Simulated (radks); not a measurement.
Results of a calculation; reference values are marked as such.
Task: Te44+, configuration [He] 2s2 2p4 (the NIST ground configuration). Level of theory: scalar-relativistic Kohn-Sham, BLYP, spin-polarised, spherical densities, finite nucleus; open shells are filled with parallel spins first (spin-orbit coupling, left out, can overturn this in heavy ions); Fermi nuclear charge, rms radius 4.7423 fm (a radial shooting solver on a logarithmic mesh with Libxc functionals). Some entries of the table are withheld. Estimate them.

orbital  occ.  eigenvalue (eV)  <1/r> (bohr^-1)  r(max) (bohr)
1s up       1        -35067.22            55.64            (1)
1s down     1        -35045.56            55.66            (2)
2s up       1              (3)            13.19        0.09940
2s down     1              (4)            13.16        0.09952
2p up       3        -7489.061            12.61        0.07913
2p down     1        -7447.063            12.58        0.07927

Result: 
(1) 1s up r(max) (bohr): 0.01793
(2) 1s down r(max) (bohr): 0.01792
(3) 2s up eigenvalue (eV): -7913.636
(4) 2s down eigenvalue (eV): -7878.619
